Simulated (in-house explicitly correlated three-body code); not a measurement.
Computed with an exponentially correlated three-body code. Model: two electrons around a point charge, non-relativistic, variational in 260 exponentially correlated functions (energies converged to about 1e-7 hartree, or 1e-8 relative for large Z).

Command:
```bash
python run_hyl.py task.json out
```
Settings (lengths in bohr, energies in hartree):
```
Z                      5
nuclear_mass           1.4
interaction_strength   1
functions              260
states_tried           13
```

Cost of the run: 21 s on 1 thread of Intel(R) Xeon(R) 6975P-C (Granite Rapids), with other jobs on the host.

**Those bound S and P states to n = 4 that converged, binding against the one-electron ion.**

Given: nuclear charge 5; mass of the centre 1.4 electron masses.

Computed: one-electron threshold -7.29166667 hartree.

```json
{"term": "1 1S", "energy (hartree)": "-13.1550922", "binding (eV)": "159.55"}
{"term": "2 3S", "energy (hartree)": "-8.65175238", "binding (eV)": "37.01"}
{"term": "2 1P", "energy (hartree)": "?", "binding (eV)": "?"}
{"term": "3 3S", "energy (hartree)": "-7.90545047", "binding (eV)": "16.702"}
```

(1) What belongs in the row 2 1P?

**Converged states only, values per electron or pair.**

| term | mean r (bohr) | mean r squared (bohr²) | mean inverse r (1/bohr) | mean r12 (bohr) | mean inverse r12 (1/bohr) | mean cosine | mean p1 dot p2 (bohr⁻²) | delta r1 (bohr⁻³) | delta r12 (bohr⁻³) |
| --- | --- | --- | --- | --- | --- | --- | --- | --- | --- |
| 1 1S | 0.53512 | 0.38277 | 2.8177 | 0.71909 | 1.8671 | 0.14032 | -1.1318 | 7.3306 | 0.88805 |
| 2 3S | ? | ? | ? | ? | ? | ? | ? | ? | - |
| 2 1P | 1.4824 | 3.6671 | 1.7242 | 2.4627 | 0.49201 | 0.077778 | -0.15555 | 4.0846 | 0.0056687 |
| 3 3S | 2.7017 | 13.744 | 1.6072 | 4.9018 | 0.26128 | 0.035549 | -0.18738 | 4.0598 | - |

(2) What belongs in the row 2 3S?

## Answers

(1) energy (hartree): -8.3750294; binding (eV): 29.48.

(2) mean r (bohr): 1.3683; mean r squared (bohr²): 3.0339; mean inverse r (1/bohr): 1.7821; mean r12 (bohr): 2.2536; mean inverse r12 (1/bohr): 0.51765; mean cosine: 0.075861; mean p1 dot p2 (bohr⁻²): -0.18468; delta r1 (bohr⁻³): 4.3188.
